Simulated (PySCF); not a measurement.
Simulation results for B$_{2}$H$_{5}$Si, B$_{2}$ClH$_{5}$Si

Calculation on a computer-drawn molecule: the log of a Hartree-Fock and frozen-core CCSD(T) single point meant for a local Hartree-Fock minimum, with one planted fault or none, to be diagnosed. Offsets are logged minus clean, where the clean run is the same molecule without the fault. The reference is restricted for singlets and unrestricted otherwise, and also for a bond in bohr or an excited solution. Adding or removing an electron swaps singlet and doublet. The excited solution moves the top pair (singlet) or top alpha electron (doublet) to the lowest empty orbital. Highest occupied and lowest empty are orbital energies over both spins, largest force is the largest gradient component, triples share is (T) over the correlation energy, the T1 limit is 0.02 restricted and 0.045 unrestricted, electrons count all cores, a negative frequency is imaginary (commonest isotopes), and the dipole is about the centre of nuclear charge. Program: PySCF 2.14.0.

Common to all runs: meant charge 0; meant basis cc-pV(D+d)Z; logged SCF converged yes; possible faults no fault, one electron removed, one electron added, multiplicity raised by two, geometry at a saddle point, SCF held on an excited solution, minimal basis STO-3G, one bond length entered in bohr, all coordinates scaled.

(1) B$_{2}$H$_{5}$Si

Logged structure:
```xyz
8
B2H5Si
B     -0.9276    -1.5185    -2.9962
B      0.4544    -1.4719    -1.8796
Si     0.9736     0.1628    -0.6922
H     -0.8499    -1.0737    -4.1865
H     -2.0459    -2.0124    -2.6392
H      1.2453    -2.4681    -1.8109
H      0.0145     1.3784    -0.4698
H      2.0028     0.0370     0.4777
```

```
meant multiplicity                   : 2
logged electrons                     : 29
logged basis functions               : 76
logged spin squared                  : 0.7685
logged highest occupied              : -8.3391 eV
logged lowest empty                  : 0.57775 eV
logged largest force                 : 0.027726 hartree/bohr
logged T1 diagnostic                 : 0.019795
logged D1 diagnostic                 : 0.081864
logged triples share                 : 0.028411
logged CC converged                  : yes
logged dipole magnitude              : 0.075014 debye
logged SCF stable within its kind    : yes
logged energy HF                     : -341.11032 hartree
logged energy CCSD(T)                : -341.4245 hartree
planted fault                        : all coordinates scaled, by +5.8 %
HF energy offset from clean run      : 10.84 kcal/mol
CCSD(T) energy offset from clean run : 8.93 kcal/mol
```

Drawn bonds:
```
atom  other atom  order
   1           2      1
   2           3      1
   1           4      1
   1           5      1
   2           6      1
   3           7      1
   3           8      1
```

(2) B$_{2}$ClH$_{5}$Si

Logged structure:
```xyz
9
B2ClH5Si
B      1.1526     0.7094    -0.6800
B      0.2939     0.3081     0.6967
Si    -0.6347    -1.4801     1.0059
Cl    -0.2486    -2.1282     2.9526
H      0.6135     1.1960    -1.6391
H      2.3360     0.5094    -0.7572
H      0.1666     1.1096     1.5844
H     -0.1963    -2.5723     0.1141
H     -2.0981    -1.3147     0.8673
```

```
meant multiplicity                   : 1
logged electrons                     : 46
logged basis functions               : 33
logged spin squared                  : 0
logged highest occupied              : -9.1677 eV
logged lowest empty                  : 5.6001 eV
logged largest force                 : 0.030476 hartree/bohr
logged T1 diagnostic                 : 0.0078665
logged D1 diagnostic                 : 0.024361
logged triples share                 : 0.011678
logged CC converged                  : yes
logged dipole magnitude              : 3.1578 debye
logged SCF stable within its kind    : yes
logged energy HF                     : -791.84877 hartree
logged energy CCSD(T)                : -791.99781 hartree
planted fault                        : minimal basis STO-3G
HF energy offset from clean run      : 5566 kcal/mol
CCSD(T) energy offset from clean run : 5766 kcal/mol
```

Drawn bonds:
```
atom  other atom  order
   1           2      1
   2           3      1
   3           4      1
   1           5      1
   1           6      1
   2           7      1
   3           8      1
   3           9      1
```

(3) B$_{2}$ClH$_{5}$Si

Structure as in entry 2.

```
meant multiplicity                : 1
logged electrons                  : 46
logged basis functions            : 99
logged spin squared               : 0
logged highest occupied           : -5.8371 eV
logged lowest empty               : -3.7132 eV
logged largest force              : 0.076654 hartree/bohr
logged CC converged               : no
logged dipole magnitude           : 2.1596 debye
logged SCF stable within its kind : no
logged energy HF                  : -800.34182 hartree
planted fault                     : ?
```

Drawn bonds:
```
atom  other atom  order
   1           2      1
   2           3      1
   3           4      1
   1           5      1
   1           6      1
   2           7      1
   3           8      1
   3           9      1
```

Notes: CCSD not converged.

To be estimated
1. B$_{2}$ClH$_{5}$Si (entry 3): planted fault?

Answers
1. SCF held on an excited solution

Further results for B$_{2}$ClH$_{5}$Si (entry 3):

```
HF energy offset from clean run : 236.2 kcal/mol
```
